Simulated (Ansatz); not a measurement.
A structure relaxed at PBE0-D4/def2-TZVP, charge 0, multiplicity 1:

```csv
atom,x (Å),y (Å),z (Å)
Cl1,0.713,-2.205,1.892
C2,0.305,-0.939,0.811
C3,-0.025,-1.086,-0.478
C4,-0.327,0.236,-1.138
Sn5,0.094,1.191,0.770
H6,-0.076,-2.040,-1.000
H7,-1.354,0.331,-1.495
H8,0.355,0.492,-1.952
H9,-1.190,1.883,1.656
H10,1.505,2.136,0.935
```

Q: Give its formula and SMILES.

A: C3H5ClSn, `Cl[C]1=C[CH2][SnH2]1`.

Q: Point group (tolerance 0.08 Å, 0.16 Å for H)?

A: Cs.

Q: Summarise the bond lengths by kind.

A: 1 × C–Cl 1.714 Å; 2 × C–C 1.339 to 1.508 Å; 2 × C–Sn 2.140 to 2.175 Å; 3 × C–H 1.089 to 1.092 Å; 2 × H–Sn 1.707 Å.

Computed with Ansatz.
